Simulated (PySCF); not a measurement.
## OsS₃⁺: from structure and modes to constants

All numbers come from UPBE/[Os def2-SVP with ECP60, S def2-SVP], scalar-relativistic core potentials, density fitting, no spin–orbit coupling, PySCF.

The doublet minimum has C3v symmetry. Masses (u): Os 191.96148, S 31.97207.

```xyz
4
charge 1 multiplicity 2, angstrom
Os    0.0000    0.0000   -0.1988
S     2.0137    0.0000    0.3975
S    -1.0069    1.7440    0.3975
S    -1.0069   -1.7439    0.3975
```

Harmonic wavenumbers (cm⁻¹): 149.0 (a1, ×1), 182.6 (e, ×2), 525.9 (e, ×2), 529.0 (a1, ×1).

Find the principal moments of inertia and the rotational constants. What kind of rotor is it?

About the centre of mass I = 217.22, 217.22, 388.96 u Å². With B = 16.8576/I this gives 0.07761, 0.07761, 0.04334 cm⁻¹. The molecule is an oblate symmetric top.

What is the harmonic zero-point energy?

Half the sum of all 6 wavenumbers, 2095/2 = 1048 cm⁻¹, which is 12.5 kJ/mol (1 cm⁻¹ = 0.0119627 kJ/mol).

Only a few start shapes were tried, so a lower isomer may exist. Open d and f shells are described by one determinant, and the ground state may have another occupation or spin. With an element this heavy the missing spin–orbit coupling can shift these numbers.
